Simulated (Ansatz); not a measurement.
`[O]=[V]([OH])([Cl])[Cl]` + H–F → `[O]=[V]([OH])([F])[Cl]` + HCl at 600 K and 1 bar (ligand exchange at a V–Cl bond).

Isolated molecules relaxed with PBE0-D4/def2-TZVP in Ansatz; ΔE leaves out vibrations. CCSD(T)/CBS adds triple-zeta CCSD(T) − MP2 to the extrapolated MP2 energy (def2 sets, frozen cores). This one scheme is used for every species. For V outer-core shells are correlated without core-valence functions, which leaves a few kJ/mol of doubt a bond. Scalar relativity is left out up to krypton. Each species was taken in one conformer, which may not be the lowest.

```csv
species,CCSD(T)/CBS energy (Eh),H − E (kJ/mol),S (J/(mol·K))
`[O]=[V]([OH])([Cl])[Cl]`,-2014.13218,105.5,419.2
H–F,-100.39570,42.3,194.0
`[O]=[V]([OH])([F])[Cl]`,-1654.14507,106.5,405.5
HCl,-460.38127,35.4,207.2
```

H − E and S are ideal-gas, rigid-rotor, harmonic terms from PBE0-D4/def2-TZVP, for one conformer and one mirror image of each species. 1 Eh = 2625.50 kJ/mol, R = 8.31446 J/(mol·K).

Problem. By hand: ΔE, ΔH, ΔS and ΔG.

Solution. ΔE = (-1654.14507) + (-460.38127) − (-2014.13218) − (-100.39570) = 0.00154 Eh = 4.0 kJ/mol. Δ(H − E) = 106.5 + 35.4 − 105.5 − 42.3 = -5.9, so ΔH = -1.9 kJ/mol. ΔS = 405.5 + 207.2 − 419.2 − 194.0 = -0.5 J/(mol·K). ΔG = -1.9 − 600 × (-0.5)/1000 = -1.6 kJ/mol.

Problem. By hand: the equilibrium constant, and the temperature at which ΔG would vanish if ΔH and ΔS stayed fixed.

Solution. log₁₀ K = −ΔG/(RT ln 10) = 0.1. ΔG = 0 at ΔH/ΔS = 3800 K, far beyond where these terms or the molecules hold.

The number of gas molecules stays the same, so ΔS is small and ΔH decides. The sign of ΔG lies within the doubt. A doubt of 5 kJ/mol in ΔE shifts log₁₀ K by 0.4 here. Other conformers and mirror images would add mixing entropy, several J/(mol·K) or more a flexible species. These are equilibria of isolated gas molecules and say nothing of rates. Largest T1 diagnostic: 0.032 (customary marks: 0.02 for closed shells, 0.045 for open ones).
